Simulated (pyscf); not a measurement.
Optimised with ωB97X-D3(BJ)/def2-SVP in PySCF.

Q: H₃Si–Cl + H₃Si–Te–Ge:–Cl [singlet] -> H₃Si–Te–SiH₃ + Cl–Ge:–Cl [singlet]
Surface: singlet. Broken: Cl–Si, Ge–Te. Formed: Si–Te, Cl–Ge. Give ΔE‡ and ΔE from r²SCAN/def2-TZVP, relative to the separated reactants.

A: ΔE‡ = 0.57 eV, ΔE = +0.28 eV. ωB97M-D3(BJ)/def2-TZVP gives 0.64 eV and +0.22 eV. Zero-point energy shifts the barrier by +0.02 eV. It is a four-centre exchange, with an imaginary mode of 276i cm⁻¹. On the reactant side the descent ends in a complex, 0.32 eV under the separated species and 0.66 eV under the saddle at ωB97X-D3(BJ)/def2-TZVP. On the product side the descent ends in an adduct with a Ge–Te contact, 0.85 eV under the separated species and 0.90 eV under the saddle at ωB97X-D3(BJ)/def2-TZVP. What is counted as broken (Ge–Te) persists as a longer contact in the product adduct; parting that adduct is a step of its own. At ωB97X-D3(BJ)/def2-TZVP the barrier from the zero used here is 0.35 eV. This is the saddle that the search found; another between the same sides may lie lower. Elements up to Kr have no core potential and no relativistic terms here. Elements past Kr carry the def2 core potentials, without spin-orbit coupling.
